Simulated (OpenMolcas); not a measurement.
A run on Pd3+ with its 6 nearest chloride ions at 2.555 Å, on the Y site of Cs2NaYCl6 (a = 10.7396 Å, distance in the model lattice 2.619 Å). The rest of the host is ab initio model potentials to 7.6 Å, with orthogonalisation functions on the cations behind the ligands, and point charges beyond; the distance is set by hand and nothing relaxes. Ligand basis ANO-RCC-VDZP.

- Program: OpenMolcas
- Method: SS-CASPT2, IPEA 0.25 Eh, imaginary shift 0.1 Eh (closed shells correlated: 4s 4p and the ligand valence shells)
- Basis: ANO-RCC-VDZP [6s5p3d1f]
- Scalar Hamiltonian: DKH2, point nucleus
- Active space: 7 electrons in 5 orbitals (4d)
- State averaging: 2S+1 = 4 even, 10 roots; 2S+1 = 2 even, 40 roots
- Spin-orbit coupling: RASSI with atomic mean-field integrals over the reference wave functions

First CASPT2 step and the start of its output:

```
&CASPT2
Multistate=10 1 2 3 4 5 6 7 8 9 10
NoMult
Frozen=23 21
IPEA=0.25
Imaginary=0.1
MaxIter=60
WThr=0.0 0.3 0.05
PrWF=0.5
NoMix
```

```
--- CASPT2 ---
Orbital specifications:
      -----------------------

      Symmetry species                           1   2
                                                ag  au
      Frozen orbitals                           23  21
      Inactive orbitals                         13  15
      Active orbitals                            5   0
      Secondary orbitals                        46  52
      Deleted orbitals                           0   0
      Number of basis functions                 87  88
Type of calculation                        SS-CASPT2
      Fock operator                              state-specific
      IPEA shift                                 0.25
      Real shift                                 0.00
      Imaginary shift                            0.10
      The input orbitals will be transformed to quasi-canonical
Reference energy:       -7808.3455995409
      E2 (Non-variational):      -1.4235195942
      Shift correction:          -0.0046729114
      E2 (Variational):          -1.4281925056
      Total energy:           -7809.7737920465
      Residual norm:              0.0000002672
      Reference weight:           0.62813
      Contributions to the CASPT2 correlation energy
      Active & Virtual Only:         -0.1025480102
      One Inactive Excited:          -0.3141501326
      Two Inactive Excited:          -1.0068214514
Reference energy:       -7808.3455995408
      E2 (Non-variational):      -1.4233474508
      Shift correction:          -0.0045976303
      E2 (Variational):          -1.4279450811
      Total energy:           -7809.7735446220
      Residual norm:              0.0000002637
      Reference weight:           0.62857
      Contributions to the CASPT2 correlation energy
      Active & Virtual Only:         -0.1025500971
...
```

Over all roots the printed reference weights run from 0.37 to 0.64, and roots that are degenerate in the reference spread by up to 1700 cm-1.

**Question.** Did the run give usable levels, and if not, why?

**Answer.** No. The equations converged, but the reference weight falls to 0.37 for at least one root against 0.64 for the best. A drop of that size marks an intruder state, so the energies of such roots and the levels built on them can't be trusted.
